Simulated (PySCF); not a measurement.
## Deuteron quadrupole couplings in `C=CC1=C[C@@H]2C[C@H]1c1ccccc12`

C13H12.
Atom-mapped SMILES: `[CH2:1]=[CH:2][C:3]1=[CH:4][C@@H:5]2[CH2:6][C@H:7]1[c:8]1[cH:9][cH:10][cH:11][cH:12][c:13]12` (hydrogens: H14, H15 on C1; H16 on C2; H17 on C4; H18 on C5; H19, H20 on C6; H21 on C7; H22 on C9; H23 on C10; H24 on C11; H25 on C12)

Cartesian coordinates in Å at the PBE0-D3(BJ)/def2-SVP level; atoms count from 1:
```xyz
25
C13H12 angstrom
C     -3.0034    0.9024    0.8330
C     -2.7043    0.2316   -0.2898
C     -1.6965   -0.7996   -0.4103
C     -1.2740   -1.4162   -1.5342
C     -0.1046   -2.3204   -1.1623
C     -0.5842   -2.7630    0.2401
C     -0.8003   -1.3113    0.7262
C      0.5888   -0.7544    0.4398
C      1.3740    0.1884    1.0771
C      2.6242    0.4994    0.5175
C      3.0570   -0.1237   -0.6493
C      2.2545   -1.0781   -1.2962
C      1.0265   -1.3846   -0.7394
H     -3.7709    1.6794    0.8415
H     -2.4864    0.7066    1.7763
H     -3.2460    0.4715   -1.2121
H     -1.6215   -1.2282   -2.5513
H      0.1625   -3.0999   -1.8869
H      0.1889   -3.2981    0.8128
H     -1.5158   -3.3472    0.2090
H     -1.1791   -1.1669    1.7452
H      1.0376    0.6804    1.9936
H      3.2645    1.2390    1.0043
H      4.0337    0.1319   -1.0673
H      2.6004   -1.5647   -2.2118
```

Level: PBE0/pcSseg-1 (PySCF, non-relativistic); Q(2H) = 0.00286 b; rigid geometry, the same for H and D, with no vibrational averaging.

Question: Rank these positions by the coupling χzz of a deuteron there, largest first.
A. H24 (aromatic hydrogen)
B. H17 (vinylic hydrogen)
C. H18 (methine hydrogen)
D. H20 (methylene hydrogen)

Answer: B (209 kHz), A (205 kHz), C (199 kHz), D (194 kHz).

Q: What are Vzz, η and χzz (234.96 MHz × Q × Vzz) at all hydrogens?

A: 
```json
{"atom": "H14", "bonded to": "C1", "bond length (Å)": "1.092", "Vzz (au)": "0.3088", "η": "0.06", "χzz (kHz)": "208"}
{"atom": "H15", "bonded to": "C1", "bond length (Å)": "1.093", "Vzz (au)": "0.3073", "η": "0.06", "χzz (kHz)": "207"}
{"atom": "H16", "bonded to": "C2", "bond length (Å)": "1.096", "Vzz (au)": "0.2974", "η": "0.07", "χzz (kHz)": "200"}
{"atom": "H17", "bonded to": "C4", "bond length (Å)": "1.091", "Vzz (au)": "0.3115", "η": "0.06", "χzz (kHz)": "209"}
{"atom": "H18", "bonded to": "C5", "bond length (Å)": "1.097", "Vzz (au)": "0.2960", "η": "0.00", "χzz (kHz)": "199"}
{"atom": "H19", "bonded to": "C6", "bond length (Å)": "1.101", "Vzz (au)": "0.2872", "η": "0.00", "χzz (kHz)": "193"}
{"atom": "H20", "bonded to": "C6", "bond length (Å)": "1.100", "Vzz (au)": "0.2891", "η": "0.00", "χzz (kHz)": "194"}
{"atom": "H21", "bonded to": "C7", "bond length (Å)": "1.097", "Vzz (au)": "0.2971", "η": "0.00", "χzz (kHz)": "200"}
{"atom": "H22", "bonded to": "C9", "bond length (Å)": "1.093", "Vzz (au)": "0.3043", "η": "0.07", "χzz (kHz)": "204"}
{"atom": "H23", "bonded to": "C10", "bond length (Å)": "1.093", "Vzz (au)": "0.3051", "η": "0.07", "χzz (kHz)": "205"}
{"atom": "H24", "bonded to": "C11", "bond length (Å)": "1.093", "Vzz (au)": "0.3050", "η": "0.07", "χzz (kHz)": "205"}
{"atom": "H25", "bonded to": "C12", "bond length (Å)": "1.093", "Vzz (au)": "0.3047", "η": "0.07", "χzz (kHz)": "205"}
```

Q: How does χzz go with the bond length over the 12 C–H bonds?

A: A straight-line fit has a slope of -16.1 kHz for each 0.01 Å, with a correlation coefficient of -0.99, over lengths from 1.091 to 1.101 Å. The longer bonds have the smaller couplings here.

Q: A static deuteron (I = 1) shows a doublet split by (3/2)χ, (3/4)χ(1 + η) and (3/4)χ(1 − η) with the field along z, y and x of the gradient. What are these for H15?

A: With |χ| = 206.5 kHz and η = 0.063: 310, 165 and 145 kHz, to first order and without motion.

The structure is a single PBE0-D3(BJ)/def2-SVP conformer in the gas phase; no vibrational or solvent corrections. The small basis limits the accuracy of the gradients.
